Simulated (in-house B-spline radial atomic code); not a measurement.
Ru⁸⁺. Computed with a B-spline radial atomic code. Model: all-electron spherical atom, spin shells full or empty, radial basis limit, no spin-orbit coupling, Breit or QED, empty-state partial waves extrapolated as (l+1/2)^-4, RPA, G0W0 and static COHSEX of the highest shell as one setting changes (uncorrelated shells keep exact exchange).

Given: element Ru; charge 8; filled core Ar; hamiltonian one-electron scalar X2C; mean-field start LDA VWN5; highest l of empty states 9; nuclear rms radius 4.4809 fm; highest mean-field shell 4p.

Shell: 3d 5 5, 4s 1 1, 4p 3 3 (electrons up and down).

| lowest nl shells left uncorrelated | RPA correlation energy (hartree) | G0W0 level (eV) | G0W0 minus most complete (meV) | COHSEX level (eV) | linearised minus solved G0W0 (meV) |
| --- | --- | --- | --- | --- | --- |
| 0 | -2.8208 | -180.03 | 0 | -183.51 | -10.6 |
| 1 | -2.6545 | -180.03 | 2.7 | -183.51 | -10.6 |
| 2 | ? | ? | ? | ? | ? |
| 3 | -1.9282 | -180.01 | 20 | -183.48 | -10.5 |
| 4 | -1.7521 | -180.02 | 15.2 | -183.48 | -10.5 |
| 5 | -1.2402 | -180.1 | -66.7 | -183.62 | -10.8 |
| 6 | ? | ? | ? | ? | ? |
| 7 | -0.31692 | -180.57 | -533.6 | -183.61 | 1.8 |

Question: What follows for lowest nl shells left uncorrelated = 2?

Answer: RPA correlation energy -2.4658 hartree; G0W0 level -180.03 eV; G0W0 minus most complete 3.7 meV; COHSEX level -183.52 eV; linearised minus solved G0W0 -10.5 meV.

Question: What follows for lowest nl shells left uncorrelated = 6?

Answer: RPA correlation energy -0.44881 hartree; G0W0 level -179.71 eV; G0W0 minus most complete 329.6 meV; COHSEX level -182.91 eV; linearised minus solved G0W0 -10.3 meV.
